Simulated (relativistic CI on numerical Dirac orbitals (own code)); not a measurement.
**Energy levels of Hf LIII**

Method of calculation: Dirac-Coulomb-Breit CI, separate exchange-only KLI orbitals for each configuration, model QED, unscaled Slater integrals (own radial code, finite nucleus).

CI space (outside the closed core [Ne]): 3s2 3p6 3d2, 3s2 3p5 3d3, 3s 3p6 3d3, 3s2 3p6 3d 4s, 3s2 3p6 3d 4p, 3s2 3p6 3d 4d, 3s2 3p5 3d2 4s, 3s2 3p6 3d 4f, 3s2 3p5 3d2 4p, 3s2 3p5 3d2 4d, 3s 3p6 3d2 4s, 3p6 3d3 4p, 3s2 3p6 4s2, 3s 3p6 3d2 4p, 3s2 3p6 4s 4p, 3s2 3p6 3d 5s, 3s2 3p6 3d 5d, 3s2 3p6 3d 5g, 3p6 3d4, 3p5 3d5, 3p5 3d4 4s, 3p6 3d3 4s, 3p5 3d3 4s2, 3s2 3p6 4p2, 3s2 3p5 4s 4p2, 3s2 3p6 4s 4d, 3s2 3p5 4s2 4d, 3s 3p6 3d 4s2, 3s 3p6 4s2 4p, 3s 3p6 4s2 4d. Double excitations out of closed p, d and f shells are left out; levels of such configurations are missing from the list, as are those of other unlisted configurations, and high levels can miss mixing partners. These lack a partner that the ground configuration has and come out too high: 3s2 3p5 3d2 4p, 3s2 3p5 3d2 4d.

The lowest level is 3s2 3p6 3d2 3F_2, with 74 % of that term; Hund's rules for 3s2 3p6 3d2 give 3F with J = 2, in agreement.

```
No.  Configuration  Term  J   E (eV)    %  Next component (%)         jj configuration (%)
  1    3s2 3p6 3d2    3F  2    0.000   74               23 1D                 3d3/2^2 (99)
  2    3s2 3p6 3d2    3P  0   23.027   71               29 1S                 3d3/2^2 (99)
  3    3s2 3p6 3d2    3F  3   63.091  100                                3d3/2 3d5/2 (100)
  4    3s2 3p6 3d2    3P  2   73.485   49               30 1D             3d3/2 3d5/2 (99)
  5    3s2 3p6 3d2    1G  4   76.636   68               32 3F             3d3/2 3d5/2 (98)
  6    3s2 3p6 3d2    3P  1   78.177  100                                3d3/2 3d5/2 (100)
  7    3s2 3p6 3d2    3F  4  134.442   68               32 1G                 3d5/2^2 (98)
  8    3s2 3p6 3d2    3P  2  142.478   47               47 1D                3d5/2^2 (100)
  9    3s2 3p6 3d2    1S  0  167.255   71               29 3P                 3d5/2^2 (99)
 10    3s2 3p5 3d3   3D°  2  262.236   27              21 5F°         3p3/2^3 3d3/2^3 (96)
 11    3s2 3p5 3d3   5D°  1  266.704   29              20 3D°         3p3/2^3 3d3/2^3 (92)
 12    3s2 3p5 3d3   5D°  0  270.992   53              41 3P°         3p3/2^3 3d3/2^3 (95)
 13    3s2 3p5 3d3   3F°  3  272.873   25              18 3G°         3p3/2^3 3d3/2^3 (97)
 14    3s2 3p5 3d3   5F°  3  316.643   38              25 5D°   3p3/2^3 3d3/2^2 3d5/2 (96)
 15    3s2 3p5 3d3   5G°  4  322.180   35              25 5F°   3p3/2^3 3d3/2^2 3d5/2 (96)
 16    3s2 3p5 3d3   5S°  2  323.506   31              22 3P°   3p3/2^3 3d3/2^2 3d5/2 (96)
 17    3s2 3p5 3d3   5D°  2  326.210   40              37 3F°   3p3/2^3 3d3/2^2 3d5/2 (95)
 18    3s2 3p5 3d3   5D°  1  328.264   40              34 3D°   3p3/2^3 3d3/2^2 3d5/2 (97)
 19    3s2 3p5 3d3   3G°  5  330.332   30              30 3H°   3p3/2^3 3d3/2^2 3d5/2 (95)
 20    3s2 3p5 3d3   3G°  3  331.204   43              26 3F°   3p3/2^3 3d3/2^2 3d5/2 (97)
 21    3s2 3p5 3d3   3H°  6  331.595   44              24 3I°   3p3/2^3 3d3/2^2 3d5/2 (98)
 22    3s2 3p5 3d3   3P°  0  331.892   42              35 5D°   3p3/2^3 3d3/2^2 3d5/2 (93)
 23    3s2 3p5 3d3   3F°  4  332.304   31              18 3G°   3p3/2^3 3d3/2^2 3d5/2 (97)
 24    3s2 3p5 3d3   3G°  4  338.473   36              18 3F°   3p3/2^3 3d3/2^2 3d5/2 (97)
 25    3s2 3p5 3d3   3D°  2  340.334   33              24 1D°   3p3/2^3 3d3/2^2 3d5/2 (97)
 26    3s2 3p5 3d3   3G°  3  340.603   25              21 3F°   3p3/2^3 3d3/2^2 3d5/2 (95)
 27    3s2 3p5 3d3   3S°  1  341.082   34              25 3P°   3p3/2^3 3d3/2^2 3d5/2 (97)
 28    3s2 3p5 3d3   3G°  5  346.551   32              30 1H°   3p3/2^3 3d3/2^2 3d5/2 (97)
 29    3s2 3p5 3d3   3F°  4  357.235   34              33 5D°   3p3/2^3 3d3/2^2 3d5/2 (91)
 30    3s2 3p5 3d3   3P°  2  361.467   31              21 3D°   3p3/2^3 3d3/2^2 3d5/2 (94)
 31    3s2 3p5 3d3   3D°  3  369.845   31              21 3G°   3p3/2^3 3d3/2^2 3d5/2 (90)
 32    3s2 3p5 3d3   3D°  1  370.051   38              20 3P°   3p3/2^3 3d3/2^2 3d5/2 (93)
 33    3s2 3p5 3d3   3F°  2  373.340   49              19 1D°   3p3/2^3 3d3/2^2 3d5/2 (94)
 34    3s2 3p5 3d3   3G°  3  374.848   55              20 1F°   3p3/2^3 3d3/2^2 3d5/2 (95)
 35    3s2 3p5 3d3   5F°  4  383.462   28              27 3G°   3p3/2^3 3d3/2 3d5/2^2 (95)
 36    3s2 3p5 3d3   5G°  5  387.655   38              23 5F°   3p3/2^3 3d3/2 3d5/2^2 (95)
 37    3s2 3p5 3d3   3D°  2  389.257   32              29 3F°   3p3/2^3 3d3/2 3d5/2^2 (99)
 38    3s2 3p5 3d3   5G°  6  391.170   52              24 3I°   3p3/2^3 3d3/2 3d5/2^2 (96)
 39    3s2 3p5 3d3   3P°  1  397.348   54              19 3D°   3p3/2^3 3d3/2 3d5/2^2 (65)
 40    3s2 3p5 3d3   3G°  3  397.692   25              21 1F°   3p3/2^3 3d3/2 3d5/2^2 (96)
 41    3s2 3p5 3d3   3G°  5  398.315   33              30 3H°   3p3/2^3 3d3/2 3d5/2^2 (96)
 42    3s2 3p5 3d3   3I°  7  398.597  100                      3p3/2^3 3d3/2 3d5/2^2 (100)
 43    3s2 3p5 3d3   3D°  2  399.138   32              17 3P°   3p3/2^3 3d3/2 3d5/2^2 (95)
 44    3s2 3p5 3d3   3F°  4  400.113   37              25 3G°   3p3/2^3 3d3/2 3d5/2^2 (95)
 45    3s2 3p5 3d3   3D°  1  402.075   35              29 3P°   3p3/2^3 3d3/2^2 3d5/2 (55)
 46    3s2 3p5 3d3   3D°  3  404.543   40              22 5D°   3p3/2^3 3d3/2 3d5/2^2 (94)
 47    3s2 3p5 3d3   3F°  4  409.697   46              19 3H°   3p3/2^3 3d3/2 3d5/2^2 (97)
 48    3s2 3p5 3d3   3F°  3  410.477   43              31 3D°   3p3/2^3 3d3/2 3d5/2^2 (96)
 49    3s2 3p5 3d3   3H°  6  410.820   69              25 1I°  3p3/2^3 3d3/2 3d5/2^2 (100)
 50    3s2 3p5 3d3   3D°  1  412.087   53              17 1P°   3p3/2^3 3d3/2 3d5/2^2 (94)
 51    3s2 3p5 3d3   1G°  4  412.291   36              24 3G°   3p3/2^3 3d3/2 3d5/2^2 (96)
 52    3s2 3p5 3d3   3G°  5  412.315   70              15 1H°   3p3/2^3 3d3/2 3d5/2^2 (98)
 53    3s2 3p5 3d3   3P°  0  416.331   78              20 5D°   3p3/2^3 3d3/2 3d5/2^2 (96)
 54    3s2 3p5 3d3   1D°  2  418.701   40              35 3F°   3p3/2^3 3d3/2 3d5/2^2 (96)
 55    3s2 3p5 3d3   3G°  3  424.130   26              20 3D°   3p3/2^3 3d3/2 3d5/2^2 (92)
 56    3s2 3p5 3d3   3F°  4  428.104   45              36 3G°   3p3/2^3 3d3/2 3d5/2^2 (95)
 57    3s2 3p5 3d3   1D°  2  432.069   28              22 5D°   3p3/2^3 3d3/2 3d5/2^2 (93)
 58    3s2 3p5 3d3   1H°  5  435.457   45              39 3G°   3p3/2^3 3d3/2 3d5/2^2 (97)
 59    3s2 3p5 3d3   3P°  1  436.249   39              30 3D°   3p3/2^3 3d3/2 3d5/2^2 (93)
 60    3s2 3p5 3d3   3F°  3  440.693   34              34 1F°   3p3/2^3 3d3/2 3d5/2^2 (93)
 61    3s2 3p5 3d3   3D°  2  442.281   46              23 3P°   3p3/2^3 3d3/2 3d5/2^2 (91)
 62    3s2 3p5 3d3   3D°  2  444.526   37              24 1D°   3p3/2^3 3d3/2 3d5/2^2 (91)
 63    3s2 3p5 3d3   3S°  1  444.961   22              20 3D°   3p3/2^3 3d3/2 3d5/2^2 (93)
 64    3s2 3p5 3d3   3F°  3  447.113   35              21 3D°   3p3/2^3 3d3/2 3d5/2^2 (91)
 65    3s2 3p5 3d3   1G°  4  447.472   35              27 3G°   3p3/2^3 3d3/2 3d5/2^2 (90)
 66    3s2 3p5 3d3   3D°  2  452.110   47              18 1D°   3p3/2^3 3d3/2 3d5/2^2 (97)
 67    3s2 3p5 3d3   3P°  1  456.102   46              38 3D°   3p3/2^3 3d3/2 3d5/2^2 (92)
 68    3s2 3p5 3d3   3P°  0  456.416   72              15 1S°   3p3/2^3 3d3/2 3d5/2^2 (88)
 69    3s2 3p5 3d3   3D°  3  457.293   34              33 1F°   3p3/2^3 3d3/2 3d5/2^2 (86)
 70    3s2 3p5 3d3   3H°  6  457.340   52              34 5G°         3p3/2^3 3d5/2^3 (98)
```

Energies count from the lowest computed level; ° marks odd parity. Filled j subshells are mostly left out of the jj labels.

The mean weight of the leading LS term, summed over parents, in these 70 levels is 45 %, and that of the leading jj configuration (from the same eigenvectors) 94 %, so jj coupling describes them better and the LS labels are nominal.

At this charge energies of transitions that change n are usually good to better than 1 %, and those within a shell (Δn = 0) to a few per cent.

LS names give the leading component of a level, which can be under half, so a name can repeat, a term be missing and a line seem to break the LS rules.
